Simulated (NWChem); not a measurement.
The numbers come from NWChem runs, not from measurements. System: CH6AlN, charge 0, spin multiplicity 1, at a geometry optimised with PBE/def2-SVP. The structure started from a generated list of species. Level: G0W0@PBE0/def2-SVPD, RI basis def2-svpd-rifit.

The NWChem input:

```
start mol
memory heap 200 mb stack 700 mb global 1700 mb
geometry units angstroms nocenter noautoz
  Al    -1.238078    -0.158830     0.000000
  H     -2.130479    -1.484118     0.000000
  H     -1.787863     1.341990     0.000000
  N      0.539576    -0.389009     0.000000
  C      1.604328     0.600294     0.000000
  H      0.907917    -1.346332     0.000000
  H      2.263750     0.525564    -0.895832
  H      2.263750     0.525564     0.895832
  H      1.174937     1.623432     0.000000
  symmetry group Cs
end
basis spherical
  * library def2-svpd
end
basis "ri basis" bse spherical
  * library def2-svpd-rifit
end
dft
  xc pbe0
  iterations 100
  direct
  tolerances tight
end
task dft energy
gw
  states alpha occ 4 vir 2
end
task dft gw
```

NWChem printed:

```
             Northwest Computational Chemistry Package (NWChem) 7.3.0
             --------------------------------------------------------

                                NWChem Input Module
                                -------------------

 Scaling coordinates for geometry "geometry" by  1.889725989
 (inverse scale =  0.529177249)

 Turning off AUTOSYM since
 SYMMETRY directive was detected!

                             Geometry "geometry" -> ""
                             -------------------------

 Output coordinates in angstroms (scale by  1.889725989 to convert to a.u.)

  No.       Tag          Charge          X              Y              Z
 ---- ---------------- ---------- -------------- -------------- --------------
    1 Al                  13.0000    -1.23807800    -0.15883000     0.00000000
    2 H                    1.0000    -2.13047900    -1.48411800     0.00000000
    3 H                    1.0000    -1.78786300     1.34199000     0.00000000
    4 N                    7.0000     0.53957600    -0.38900900     0.00000000
    5 C                    6.0000     1.60432800     0.60029400     0.00000000
    6 H                    1.0000     0.90791700    -1.34633200     0.00000000
    7 H                    1.0000     2.26375000     0.52556400    -0.89583200
    8 H                    1.0000     2.26375000     0.52556400     0.89583200
    9 H                    1.0000     1.17493700     1.62343200     0.00000000

 Effective nuclear repulsion energy (a.u.)      99.5118949949

            Nuclear Dipole moment (a.u.)
            ----------------------------
        X                 Y               Z
 ---------------- ---------------- ----------------
    -0.0000037795     0.0000207870     0.0000000000

      Symmetry information
      --------------------

 Group name             Cs
 Group number              2
 Group order               2
 No. of unique centers     8

      Symmetry unique atoms

     1    2    3    4    5    6    7    9


 Summary of "ao basis" -> "" (spherical)
 ------------------------------------------------------------------------------
       Tag                 Description            Shells   Functions and Types
 ---------------- ------------------------------  ------  ---------------------
 *                         def2-svpd                  on all atoms

 new library libraries.bse/

 Summary of "ri basis" -> "" (spherical)
 ------------------------------------------------------------------------------
       Tag                 Description            Shells   Functions and Types
 ---------------- ------------------------------  ------  ---------------------
 *                      def2-svpd-rifit               on all atoms

                                 NWChem DFT Module
                                 -----------------

 Summary of "ao basis" -> "ao basis" (spherical)
 ------------------------------------------------------------------------------
       Tag                 Description            Shells   Functions and Types
 ---------------- ------------------------------  ------  ---------------------
 Al                        def2-svpd                10       24   5s3p2d
 H                         def2-svpd                 4        8   2s2p
 N                         def2-svpd                 8       20   4s2p2d
 C                         def2-svpd                 8       20   4s2p2d

 Summary of "ao basis" -> "ao basis" (spherical)
 ------------------------------------------------------------------------------
       Tag                 Description            Shells   Functions and Types
 ---------------- ------------------------------  ------  ---------------------
 Al                        def2-svpd                10       24   5s3p2d
 H                         def2-svpd                 4        8   2s2p
 N                         def2-svpd                 8       20   4s2p2d
 C                         def2-svpd                 8       20   4s2p2d

      Symmetry analysis of basis
      --------------------------

        a'         77
        a"         35

            General Information
            -------------------
          SCF calculation type: DFT
          Wavefunction type:  closed shell.
          No. of atoms     :     9
          No. of electrons :    32
           Alpha electrons :    16
            Beta electrons :    16
          Charge           :     0
          Spin multiplicity:     1
          Use of symmetry is: on ; symmetry adaption is: on
          Maximum number of iterations: 100
          This is a Direct SCF calculation.
          AO basis - number of functions:   112
                     number of shells:    50
          Convergence on energy requested:  1.00D-06
          Convergence on density requested:  1.00D-05
          Convergence on gradient requested:  5.00D-04

              XC Information
              --------------
                         PBE0 Method XC Functional
                     Hartree-Fock (Exact) Exchange  0.250
          PerdewBurkeErnzerhof Exchange Functional  0.750
            Perdew 1991 LDA Correlation Functional  1.000 local
           PerdewBurkeErnz. Correlation Functional  1.000 non-local

             Grid Information
             ----------------
          Grid used for XC integration:  medium
          Radial quadrature: Mura-Knowles
          Angular quadrature: Lebedev.
          Tag              B.-S. Rad. Rad. Pts. Rad. Cut. Ang. Pts.
          ---              ---------- --------- --------- ---------
          Al                  1.25       88          11.0       590
          H                   0.35       45          13.0       434
[...]
 Total energy =    -337.931668
 1-e energy   =    -660.797294
 2-e energy   =     223.353732
 HOMO         =      -0.304682
 LUMO         =       0.007386

      Symmetry analysis of molecular orbitals - initial
      -------------------------------------------------

  Numbering of irreducible representations:

     1 a'          2 a"

  Orbital symmetries:

     1 a'          2 a'          3 a'          4 a'          5 a'
     6 a'          7 a"          8 a'          9 a'         10 a'
    11 a'         12 a"         13 a'         14 a'         15 a'
    16 a"         17 a"         18 a'         19 a'         20 a'
    21 a'         22 a'         23 a"         24 a'         25 a"
    26 a'

   convergence    iter        energy       DeltaE   RMS-Dens  Diis-err    time
 ---------------- ----- ----------------- --------- --------- ---------  ------
 d= 0,ls=0.0,diis     1   -338.4914978813 -4.38D+02  1.06D-02  3.23D-01     0.8
 d= 0,ls=0.0,diis     2   -338.4701337598  2.14D-02  4.80D-03  5.37D-01     1.4
 d= 0,ls=0.0,diis     3   -338.5309441462 -6.08D-02  1.01D-03  2.20D-02     2.1
 d= 0,ls=0.0,diis     4   -338.5334465901 -2.50D-03  2.34D-04  9.89D-04     2.7
 d= 0,ls=0.0,diis     5   -338.5335649783 -1.18D-04  6.51D-05  5.11D-05     3.3
 d= 0,ls=0.0,diis     6   -338.5335719310 -6.95D-06  2.14D-05  1.29D-06     3.9
 d= 0,ls=0.0,diis     7   -338.5335721081 -1.77D-07  2.96D-06  4.83D-08     4.5

         Total DFT energy =     -338.533572108082
      One electron energy =     -663.859982751466
           Coulomb energy =      258.755129511894
    Exchange-Corr. energy =      -32.940613863430
 Nuclear repulsion energy =       99.511894994921

 Numeric. integr. density =       32.000000990791

     Total iterative time =      4.3s

                  Occupations of the irreducible representations
                  ----------------------------------------------

                     irrep           alpha         beta
                     --------     --------     --------
                     a'               13.0         13.0
                     a"                3.0          3.0

                       DFT Final Molecular Orbital Analysis
                       ------------------------------------

 Vector   14  Occ=2.000000D+00  E=-3.397498D-01  Symmetry=a'
              MO Center= -2.5D-01,  4.3D-02, -1.5D-15, r^2= 4.0D+00
   Bfn.  Coefficient  Atom+Function         Bfn.  Coefficient  Atom+Function
  ----- ------------  ---------------      ----- ------------  ---------------
    45     -0.325625  4 N  px                44      0.317157  4 N  s
     9     -0.236288  1 Al px                65     -0.203566  5 C  px
    33      0.187590  3 H  s                105      0.176736  9 H  s
    25      0.174290  2 H  s                 81      0.172813  6 H  s
    12     -0.169244  1 Al px                48      0.167651  4 N  px

 Vector   15  Occ=2.000000D+00  E=-3.064741D-01  Symmetry=a'
              MO Center= -1.8D+00, -1.1D-01, -2.8D-17, r^2= 2.8D+00
   Bfn.  Coefficient  Atom+Function         Bfn.  Coefficient  Atom+Function
  ----- ------------  ---------------      ----- ------------  ---------------
    25      0.324121  2 H  s                 33     -0.318216  3 H  s
    10     -0.243645  1 Al py                26      0.225255  2 H  s
    34     -0.221806  3 H  s                 13     -0.160735  1 Al py
     7      0.154858  1 Al py                15      0.065493  1 Al d -2
    65     -0.050029  5 C  px                82     -0.046750  6 H  s

 Vector   16  Occ=2.000000D+00  E=-2.523458D-01  Symmetry=a"
              MO Center=  6.6D-01, -2.2D-01,  2.7D-15, r^2= 1.9D+00
   Bfn.  Coefficient  Atom+Function         Bfn.  Coefficient  Atom+Function
  ----- ------------  ---------------      ----- ------------  ---------------
    47      0.509250  4 N  pz                50     -0.390364  4 N  pz
    89     -0.180518  7 H  s                 97      0.180518  8 H  s
    67      0.151010  5 C  pz                14     -0.135071  1 Al pz
    11     -0.115183  1 Al pz                90     -0.091572  7 H  s
    98      0.091572  8 H  s                  8      0.073728  1 Al pz

 Vector   17  Occ=0.000000D+00  E=-2.613978D-02  Symmetry=a"
              MO Center= -1.4D+00, -1.0D-01,  2.1D-14, r^2= 4.2D+00
   Bfn.  Coefficient  Atom+Function         Bfn.  Coefficient  Atom+Function
  ----- ------------  ---------------      ----- ------------  ---------------
    14      0.743901  1 Al pz                11      0.295312  1 Al pz
    47      0.208242  4 N  pz                50     -0.178516  4 N  pz
     8     -0.168847  1 Al pz                23      0.117253  1 Al d  1
    90      0.079397  7 H  s                 98     -0.079397  8 H  s
    96      0.067157  7 H  pz               104      0.067157  8 H  pz

 Vector   18  Occ=0.000000D+00  E= 1.241906D-02  Symmetry=a'
              MO Center=  8.8D-02, -3.8D-01, -3.1D-14, r^2= 1.0D+01
   Bfn.  Coefficient  Atom+Function         Bfn.  Coefficient  Atom+Function
  ----- ------------  ---------------      ----- ------------  ---------------
     4      1.953161  1 Al s                  5     -1.897158  1 Al s
    44     -1.233504  4 N  s                 64     -1.111376  5 C  s
    82      0.700294  6 H  s                 90      0.589872  7 H  s
    98      0.589872  8 H  s                 63     -0.529085  5 C  s
   106      0.448900  9 H  s                 87      0.327048  6 H  py

 Vector   19  Occ=0.000000D+00  E= 3.751893D-02  Symmetry=a'
              MO Center= -2.0D+00, -5.4D-02,  1.3D-13, r^2= 6.9D+00
   Bfn.  Coefficient  Atom+Function         Bfn.  Coefficient  Atom+Function
  ----- ------------  ---------------      ----- ------------  ---------------
     5      1.013692  1 Al s                 64     -1.009099  5 C  s
    44     -0.818371  4 N  s                 24      0.589279  1 Al d  2
   106      0.410804  9 H  s                 82      0.404246  6 H  s
    90      0.358551  7 H  s                 98      0.358551  8 H  s
    63     -0.291333  5 C  s                 22      0.251343  1 Al d  0

 center of mass
 --------------
 x =  -0.12435168 y =  -0.04270063 z =   0.00000000

 moments of inertia (a.u.)
 ------------------
          63.514875489706         -63.181620032802           0.000000000000
         -63.181620032802         350.074572288207           0.000000000000
           0.000000000000           0.000000000000         402.036416909905

     Multipole analysis of the density
     ---------------------------------

     L   x y z        total         alpha         beta         nuclear
     -   - - -        -----         -----         ----         -------
     0   0 0 0     -0.000000    -16.000000    -16.000000     32.000000

     1   1 0 0      0.408947      0.204475      0.204475     -0.000004
     1   0 1 0     -0.090294     -0.045157     -0.045157      0.000021
     1   0 0 1      0.000000      0.000000      0.000000      0.000000

     2   2 0 0    -21.241292   -113.462659   -113.462659    205.684026
     2   1 1 0     -0.616196    -19.400140    -19.400140     38.184084
     2   1 0 1     -0.000000     -0.000000     -0.000000      0.000000
     2   0 2 0    -21.561643    -33.195470    -33.195470     44.829298
     2   0 1 1     -0.000000     -0.000000     -0.000000      0.000000
     2   0 0 2    -19.524360    -12.628013    -12.628013      5.731665

 Task  times  cpu:        4.5s     wall:        4.5s

                                NWChem Input Module
                                -------------------

                                 NWChem GW Module
                                 ----------------

                             ***********************
                             ***        GW       ***
                             ***********************

 Summary of "ri basis" -> "ri basis" (spherical)
 ------------------------------------------------------------------------------
       Tag                 Description            Shells   Functions and Types
 ---------------- ------------------------------  ------  ---------------------
 Al                     def2-svpd-rifit             24       78   9s6p6d3f
 H                      def2-svpd-rifit              9       23   4s3p2d
 N                      def2-svpd-rifit             20       64   7s6p5d2f
 C                      def2-svpd-rifit             20       64   7s6p5d2f

                 Memory Information
                 ------------------
          Available GA per process is          1699.9 MBs
          Available stack per process is        700.0 MBs
          Available heap per process is           0.0 MBs

          Peak memory in Initialization
              Peak GA per process is                  6.3 MBs
              Peak stack per process is               0.1 MBs
              Peak heap per process is                6.5 MBs
              Memory not in MA per process            0.0 MBs

          Peak memory in AFF Calculation
              Peak GA per process is                 27.2 MBs
              Peak stack per process is              18.0 MBs
              Peak heap per process is                0.0 MBs
              Memory not in MA per process           18.0 MBs

          Computing 2-center integrals
          Computing Inverse Cholesky factor
          Computing 3-center integrals
          Computing V_xc ...

          Computing Sigma_x
          Computing RPA polarizability
          Solving quasiparticle equations

                  Alpha Orbitals
          State     Energy (eV)     Error (eV)
          -----------------------------------
@GW        13        -12.873           0.002
@GW        14        -11.387           0.005
@GW        15        -10.668           0.002
@GW        16         -8.579           0.004
@GW        17          1.248           0.004
@GW        18          1.660           0.003

   Applying  -1.7123 eV scissor-shift to rest of particle states

   Applying   1.9598 eV scissor-shift to rest of hole states

     GW Timing Statistics
   ------------------------
   Init.   :          0.0s
     ERIs  :          0.4s
     Distr.:          0.0s
     Vxc   :          0.6s
   Sigma_x :          0.0s
   RPA     :          0.4s
   Wmn     :          0.0s
   Sigma_c :          0.0s
   GW total:          1.5s

 Task  times  cpu:        1.5s     wall:        1.5s

 Total times  cpu:        6.0s     wall:        6.0s
```
